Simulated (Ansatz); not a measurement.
CH$_{5}$SSn (`C[S][SnH2]`) radical, relaxed with UKS PBE0-D4/def2-TZVP in the Gaussian-basis code of Ansatz from a PBE-D4/def2-SVP geometry. The force threshold is 0.005 eV/Å; the program also tests the step.

The species carries charge 0 and has multiplicity 2. Sn: def2 effective core potential.

Start:

```xyz
8

C    -0.018    0.651    1.276
S    -0.813   -0.845    0.572
Sn   -0.390   -0.506   -1.828
H    -0.640    1.552    1.106
H     0.996    0.814    0.860
H     0.066    0.483    2.368
H     1.303   -0.013   -1.883
H    -0.504   -2.136   -2.471
```

```
        step  energy (eV)  largest force (eV/Å)  largest move (Å)
           1  -17780.7364                 0.559             0.000
           2  -17780.7829                 0.300             0.092
           3  -17780.7916                 0.081             0.028
           4  -17780.7922                 0.017             0.033
5 (rejected)  -17780.7917                 0.056             0.034
           6  -17780.7924                 0.009             0.017
           7  -17780.7925                 0.017             0.026
           8  -17780.7925                 0.013             0.006
           9  -17780.7926                 0.005             0.003
          10  -17780.7926                 0.002             0.004
```

End:

```xyz
8

C    -0.010    0.641    1.268
S    -0.752   -0.866    0.582
Sn   -0.376   -0.526   -1.766
H    -0.598    1.522    1.013
H     1.018    0.769    0.928
H    -0.010    0.523    2.352
H     1.255    0.033   -1.913
H    -0.527   -2.095   -2.463
```

It took 31 s on 4 threads of a server CPU on a shared host, with 0.45 GiB of host memory at the peak.
